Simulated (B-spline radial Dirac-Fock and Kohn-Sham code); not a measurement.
# Photoemission from Os⁷⁺ at 3450 eV, detector at θ = 54.7°, φ = 180°

System: Os⁷⁺ in the configuration [Xe] 4f14 5d1. The computed values come from a radial B-spline solver: Dirac-Hartree-Slater photoionisation with a Latter tail; cross sections with all multipoles, angular parameters from the dipole term and its interference with E2. Thresholds are orbital energies of the model. For linearly polarised light dσ/dΩ = σ/(4π) [1 + β P₂(cos θ) + (δ + γ cos²θ) sin θ cos φ], with θ from the polarisation vector and φ the angle between the beam and the projection of the electron momentum on the plane normal to the polarisation. The dipole factor is 1 + βP₂ and the non-dipole term is the rest of the bracket. Open shells are filled statistically over j.

```
subshell  threshold (eV)  σ (kb)     β      γ       δ  dipole factor  non-dipole term  dσ/dΩ (kb/sr)
      3s          3135.0    21.9  1.90   1.18   0.000          1.002           -0.323           1.18
   3p1/2          2895.3    32.4  1.27   0.46   0.071          1.001           -0.184           2.10
   3p3/2          2556.0    73.6  1.39   0.18   0.027          1.001           -0.070           5.45
   3d3/2          2149.0     101  1.11  -0.08   0.045          1.001           -0.016           7.95
   3d5/2          2075.0     141  1.15  -0.02   0.044          1.001           -0.031           10.9
      4s           752.2    7.05  1.93   0.19  -0.002          1.002           -0.049          0.534
   4p1/2           650.2    8.82  1.69  -0.01  -0.005          1.001           +0.006          0.707
   4p3/2           570.0    17.9  1.72  -0.05   0.004          1.002           +0.009           1.44
   4d3/2           400.8    16.0  1.38   0.27   0.048          1.001           -0.115           1.13
   4d5/2           385.7    22.1  1.33   0.32   0.048          1.001           -0.125           1.54
   4f5/2           169.3    4.17  0.99   0.80   0.179          1.001           -0.363          0.211
   4f7/2           166.3    5.21  0.97   0.81   0.181          1.001           -0.368          0.262
      5s           198.0    1.51  1.93   0.10  -0.002          1.002           -0.025          0.117
   5p1/2           164.6    1.64  1.72  -0.02  -0.005          1.002           +0.009          0.132
   5p3/2           150.1    3.26  1.75  -0.04   0.004          1.002           +0.007          0.261
   5d3/2           101.7   0.206  1.41   0.32   0.047          1.001           -0.125         0.0144
   5d5/2           99.74   0.285  1.35   0.36   0.047          1.001           -0.136         0.0196
```
